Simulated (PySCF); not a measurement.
A structure optimised at B3LYP-D3(BJ)/def2-TZVP, used in a PySCF frequency run:

```
Zn
O 1 1.7803
H 2 0.9621 1 115.27
Br 1 2.2367 3 162.50 2 180.00
```

Problem. Write its SMILES, formula and point group.

Solution. [OH][Zn][Br], BrHOZn, Cs

Problem. What are its rotational constants (standard atomic weights)?

Solution. 694.04, 1.5780, 1.5744 GHz
